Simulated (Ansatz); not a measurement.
H$_{4}$S$_{3}$Si (`S[SiH](S)S`). Charge 0, multiplicity 1.

```xyz
8

S     2.152   -0.267    0.531
Si    0.086    0.075    0.178
S    -0.865   -1.233    1.568
S    -0.245   -0.305   -1.895
H     2.536    0.257   -0.646
H    -0.384    1.451    0.465
H    -1.914   -0.411    1.740
H    -1.367    0.434   -1.941
```

Problem. List the harmonic frequencies (cm⁻¹, unscaled) at PBE0-D4/def2-TZVP in Ansatz. (Estimate.)

Solution. Computed: 52, 149, 163, 188, 217, 245, 443, 545, 554, 686, 703, 782, 799, 823, 2227, 2704, 2706, 2712.

Problem. Is this a minimum?

Solution. Yes, all 18 modes are real.

Problem. Give the ideal-gas thermochemistry at 298.15 K and 1 bar (rigid rotor, harmonic oscillator; point group C1, symmetry number 1).

Solution. Zero-point energy 99.9 kJ/mol; H(298) − E = 122.4 kJ/mol; entropy 367.5 J/(mol·K), of which translation 169.4, rotation 118.3, vibration 79.8; G(298) − E = 12.9 kJ/mol. Modes under 100 cm⁻¹ are hindered rotations or soft bends, so the harmonic entropy is rough.

Problem. And at 400, 500, 600, 800 and 1000 K?

Solution. 
| T (K) | H − E (kJ/mol) | S (J/mol/K) | G − E (kJ/mol) |
| --- | --- | --- | --- |
| 400 | 134.4 | 402.0 | -26.4 |
| 500 | 147.3 | 430.6 | -68.0 |
| 600 | 160.9 | 455.3 | -112.3 |
| 800 | 189.7 | 496.7 | -207.7 |
| 1000 | 220.2 | 530.7 | -310.5 |

Problem. Rotational constants (cm⁻¹)?

Solution. 0.0841, 0.07076, 0.04162.
